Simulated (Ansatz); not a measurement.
## AlBFHSe: where a starting geometry ends

The starting geometry of this gas-phase singlet was optimised with GFN2-xTB.

```json
{"atom": "Al", "x (Å)": "0.2793", "y (Å)": "-2.3654", "z (Å)": "2.8493"}
{"atom": "B", "x (Å)": "-3.0262", "y (Å)": "-1.5860", "z (Å)": "0.9001"}
{"atom": "F", "x (Å)": "0.0561", "y (Å)": "-3.2715", "z (Å)": "1.4793"}
{"atom": "Se", "x (Å)": "-2.3696", "y (Å)": "-0.8883", "z (Å)": "2.3141"}
{"atom": "H", "x (Å)": "-3.4917", "y (Å)": "-2.0373", "z (Å)": "-0.0443"}
```

**Question.** Predict what it relaxes into with PBE0-D3(BJ)/def2-SVP.

**Answer.** It rearranges to `FB[Se][Al]`. Distances that change by over a tenth: Al1–Se4 (3.08 → 2.46 Å), B2–Se4 (1.71 → 1.93 Å). Contacts that open: Al1–F3 (1.66 → 2.73 Å). Contacts that close: B2–F3 (3.56 → 1.35 Å).

The energy falls by 1.29 eV over 27 steps:

| step | E − E(last) (eV) |
| --- | --- |
| 1 | 1.290 |
| 4 | 1.174 |
| 7 | 1.131 |
| 10 | 1.125 |
| 13 | 1.119 |
| 15 | 1.073 |
| 18 | 0.180 |
| 21 | 0.016 |
| 24 | 0.000 |
| 27 | 0.000 |

Final geometry (Å):

```xyz
5

Al   -0.0381   -1.9208    3.0950
B    -2.1629   -2.1364    0.9714
F    -1.1206   -2.9775    0.8226
Se   -2.1923   -0.9224    2.4656
H    -3.0381   -2.1914    0.1438
```

Frequencies at the end are all real (lowest 67 cm⁻¹). Run with Ansatz 0.2.0, 68 s on 1 thread of Arm Neoverse V2 (shared host).
